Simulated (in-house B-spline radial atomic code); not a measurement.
**Binding energies in La XX (La19+)**

NIST's tabulated ground configuration is [Kr] 4d2; each binding energy is the energy of the ion with one electron taken from that subshell, relaxed, less that of the parent. All numbers are computed (Dirac-Hartree-Fock, average of configuration; Fermi nucleus of rms radius 4.855 fm) with an all-electron radial atomic-structure program (B-spline basis), not measured. Energies include first-order Breit, QED and recoil terms.

| subshell | X-ray name | binding energy (eV) | -ε (eV) | relaxation (eV) |
| --- | --- | --- | --- | --- |
| 1s | K | 39441.3 | 39645.4 | 56.3 |
| 2s | L1 | 6786.5 | 6827.7 | 24.9 |
| 2p3/2 | L3 | 5999.1 | 6036.9 | 26.9 |
| 3s | M1 | 1859.8 | 1869.4 | 6.6 |
| 3p1/2 | M2 | 1700.9 | 1710.7 | 7.1 |
| 3p3/2 | M3 | 1618.3 | 1626.7 | 6.6 |
| 4s | N1 | 715.7 | 717.3 | 0.9 |
| 4p1/2 | N2 | 649.1 | 650.6 | 0.9 |
| 4p3/2 | N3 | 628.3 | 629.5 | 0.9 |
| 4d | N4,5 | 528.9 | 529.8 | 0.8 |

Relaxation = -ε minus the binding energy without Breit, QED and recoil terms.

Emission lines follow as differences of binding energies, with λ = 12398.42 eV·Å / E:

```csv
line,holes,energy (eV),wavelength (Å)
K-L3,1s → 2p3/2,33442.2,0.37074
K-M3,1s → 3p3/2,37823.0,0.3278
L1-M3,2s → 3p3/2,5168.2,2.399
L3-M1,2p3/2 → 3s,4139.3,2.9953
```

Problem. What screening constant σ does Moseley's law, E = (3/4)·13.6057 eV·(Z - σ)², need for K-L3?

Solution. σ = -0.25.

Moseley's non-relativistic formula needs a falling, then negative, screening constant for heavy elements, because relativity binds the 1s electron more strongly than the formula allows.

Problem. What does it cost to remove both a 2s and a 3p1/2 electron?

Solution. 8579.2 eV, which is 91.84 eV more than the two single binding energies together.

Problem. What does it cost to remove both a 3s and a 3p1/2 electron?

Solution. 3626.2 eV, which is 65.49 eV more than the two single binding energies together.

Problem. What does it cost to remove two 1s electrons?

Solution. 79866 eV, which is 983.6 eV more than the two single binding energies together.
